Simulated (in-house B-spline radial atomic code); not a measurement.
RPA and G0W0 for Ca II (Ca+), [Ar] 4s1, highest spin, as one setting changes: the radius of a hard wall (bohr). Start: Hartree-Fock. A dash marks a level of low quasi-particle weight. Computed with a B-spline radial code for spherical atoms: all electrons, non-relativistic, point nucleus, each spin shell either full or empty, empty states to l = 9 with an (l + 1/2)⁻⁴ tail; G0W0 by contour deformation at full frequency.

```csv
radius of a hard wall (bohr),mean-field level (eV),G0W0 level (eV),RPA correlation (Eh)
3.5,4.332,4s up 2.429,-1.0827
4,-2.697,4s up -4.248,-1.0674
5,-8.486,4s up -9.693,-1.0543
6,?,?,?
8,?,?,?
12,-11.336,4s up -12.126,-1.042
```

Q: What belongs in the row for 6?

A: mean-field level (eV): -10.363; G0W0 level (eV): 4s up -11.385; RPA correlation (Eh): -1.0481.

Q: What belongs in the row for 8?

A: mean-field level (eV): -11.234; G0W0 level (eV): 4s up -12.084; RPA correlation (Eh): -1.0433.
